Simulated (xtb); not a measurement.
C₃H₆BFN₂, SMILES NCC#CB(N)F. All values are semi-empirical tight-binding results from xtb (GFN2-xTB unless named), good for trends rather than for accurate numbers. Geometry: GFN2-xTB. The structure was generated by enumeration, and PubChem lists no compound with its InChIKey, so it may never have been made. The values are those of a single conformer.

Computed properties:
```json
{
 "orbital_gap": "4.11 eV",
 "dipole_moment": "2.28 D",
 "zero_point_energy": "60.0 kcal/mol",
 "G − E(el) at 298.15 K (modified RRHO)": "38.7 kcal/mol",
 "static polarisability (D4 model)": "64.9 bohr³",
 "solvation energy, GFN2-xTB/ALPB(water)": "-8.0 kcal/mol",
 "solvation energy, GFN2-xTB/ALPB(toluene)": "-6.8 kcal/mol"
}
```

Problem. Give the IR lines (harmonic; lines under 4 % of the strongest left out, lines within 3 cm⁻¹ merged). (The exact figures need the calculation; the answer reports its results.)

Solution. ν (cm⁻¹): 233 (w), 527 (w), 532 (w), 568 (s), 832 (w), 874 (m), 977 (m), 1004 (m), 1105 (m), 1222 (w), 1257 (vs), 1343 (w), 1371 (s), 1516 (s), 1552 (w), 2337 (m), 2776 (m), 2920 (w) (against the strongest line: vs over 80 %, s over 45 %, m over 15 %, w over 4 %, vw less)
